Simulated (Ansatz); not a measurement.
Reaction R1 → P1 + P2, each structure at its B3LYP-D3(BJ)/def2-TZVP stationary point, reached from a drawn start (curvature not checked).
R1, H5Mo (SMILES [MoH5]) (charge 0, multiplicity 2):
```xyz
6

Mo    -0.2637    -0.0014     0.0009
H      0.5838     0.0078     1.4418
H      0.5664    -0.0016    -1.4501
H      1.3852     0.0080    -0.0086
H     -1.1443     1.4550     0.0032
H     -1.1275    -1.4678     0.0128
```
P1, H4Mo (SMILES [MoH4]) (charge 0, multiplicity 3):
```xyz
5

Mo    -0.00002    -0.00001    -0.00003
H      0.98403     0.96458     0.98389
H      0.97096    -0.98311    -0.97861
H     -0.96559     0.99042    -0.97659
H     -0.98938    -0.97187     0.97134
```
P2: H atom, charge 0, multiplicity 2.

P less R. No zero-point or thermal terms; open shells are unrestricted; no spin–orbit coupling. The spin states of the d-block species are the ones drawn and need not be the lowest.

Cores are frozen in the correlated methods.

Codes used: Ansatz (Gaussian basis) for Hartree–Fock, density functionals and correlated methods. Each number belongs to the level named beside it. Elements past Kr take the def2 small-core potentials, without spin–orbit coupling.

Total energies in hartree:

| structure | PBE/def2-TZVPP | B3LYP/def2-TZVPP | CCSD(T)/def2-QZVPP |
|---|---|---|---|
| R1 | -71.101632 | -71.118539 | -70.617997 |
| P1 | -70.512024 | -70.531975 | -70.033673 |
| P2 | -0.499616 | -0.502154 | -0.499983 |

### Question
Work out the reaction energy at each level in kcal/mol (1 hartree = 627.50947 kcal/mol), and say how far PBE/def2-TZVPP lies from CCSD(T)/def2-QZVPP.

### Answer
- PBE/def2-TZVPP: (-70.512024) + (-0.499616) − (-71.101632) = 0.089992 hartree = 56.47 kcal/mol
- B3LYP/def2-TZVPP: (-70.531975) + (-0.502154) − (-71.118539) = 0.084410 hartree = 52.97 kcal/mol
- CCSD(T)/def2-QZVPP: (-70.033673) + (-0.499983) − (-70.617997) = 0.084341 hartree = 52.92 kcal/mol
PBE/def2-TZVPP less CCSD(T)/def2-QZVPP: 3.55 kcal/mol. CCSD(T)/def2-QZVPP is the level counted from, the highest shown, and no exact or measured value.

Ansatz is a program for electronic structure.
